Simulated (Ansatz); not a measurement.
C3H6FNSi, SMILES `N=CC1(F)C[SiH2]1`. Total charge 0; spin multiplicity 1. All single points use the PBE0-D4/def2-TZVP geometry. It is one conformer, not always the lowest.

```xyz
12

N    -0.622   -0.613   -2.417
C    -0.364   -0.738   -1.186
C    -0.064    0.339   -0.231
F    -0.204    1.588   -0.780
C    -0.621    0.206    1.191
Si    1.222    0.076    1.124
H    -0.604    0.374   -2.681
H    -0.348   -1.745   -0.756
H    -1.271   -0.641    1.380
H    -1.012    1.143    1.579
H     1.883   -1.240    1.229
H     2.005    1.252    1.546
```

Problem. What is the dipole moment at r2SCAN/def2-TZVPP? (An estimate is asked.)

Solution. The calculation gave: 3.43 D, with components (0.91, 0.21, 3.30) D in this frame, pointing from negative to positive charge.

Problem. And with PBE, B3LYP, ωB97M-V? (An estimate is asked.)

Solution. Ansatz gave: PBE 3.30 D, B3LYP 3.54 D, ωB97M-V 3.56 D.

Problem. Give the Mulliken charges with r2SCAN, B3LYP, PBE in def2-TZVPP. (An estimate is asked.)

Solution. Computed: 
```json
{"atom": "N1", "r2SCAN": "-0.30", "B3LYP": "-0.24", "PBE": "-0.21"}
{"atom": "C2", "r2SCAN": "-0.02", "B3LYP": "-0.09", "PBE": "-0.14"}
{"atom": "C3", "r2SCAN": "0.20", "B3LYP": "0.21", "PBE": "0.22"}
{"atom": "F4", "r2SCAN": "-0.23", "B3LYP": "-0.23", "PBE": "-0.19"}
{"atom": "C5", "r2SCAN": "-0.23", "B3LYP": "-0.27", "PBE": "-0.21"}
{"atom": "Si6", "r2SCAN": "0.29", "B3LYP": "0.25", "PBE": "0.17"}
{"atom": "H7", "r2SCAN": "0.15", "B3LYP": "0.14", "PBE": "0.15"}
{"atom": "H8", "r2SCAN": "0.05", "B3LYP": "0.09", "PBE": "0.08"}
{"atom": "H9", "r2SCAN": "0.08", "B3LYP": "0.10", "PBE": "0.09"}
{"atom": "H10", "r2SCAN": "0.10", "B3LYP": "0.11", "PBE": "0.10"}
{"atom": "H11", "r2SCAN": "-0.05", "B3LYP": "-0.04", "PBE": "-0.03"}
{"atom": "H12", "r2SCAN": "-0.04", "B3LYP": "-0.04", "PBE": "-0.03"}
```

B3LYP here is the variant with VWN-RPA as its local correlation; programs differ in this.
